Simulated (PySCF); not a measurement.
Radial density of Ru (ruthenium, neutral)

B3LYP, [Kr] 4d8, high-spin 3F determinant (an excited configuration). All numbers are calculated (PySCF 2.14, scalar relativity through the core potential, in aug-cc-pVTZ-PP with ECP28MDF (6s6p5d3f2g, 88 functions)). This is the valence pseudo-density: the core potential removes the inner electrons and smooths the orbitals near the nucleus.

| r (bohr) | 4πr²ρ (e/bohr) | 4πr²(ρα − ρβ) |
| --- | --- | --- |
| 0.0314 | 2.348e-05 | 0.0000 |
| 0.0528 | 5.636e-05 | 0.0000 |
| 0.0888 | 0.0001910 | 0.0000 |
| 0.149 | 0.001661 | 0.0002 |
| 0.251 | 0.02666 | 0.0028 |
| 0.423 | 0.7012 | 0.0528 |
| 0.711 | 8.499 | 0.5585 |
| 1.20 | 12.37 | 1.3375 |
| 2.01 | 3.590 | 0.7176 |
| 3.38 | 0.6251 | 0.1119 |
| 5.69 | 0.04944 | 0.0012 |
| 9.57 | 0.0007143 | -0.0001 |

Energies and moments cover only the electrons outside the core potential.
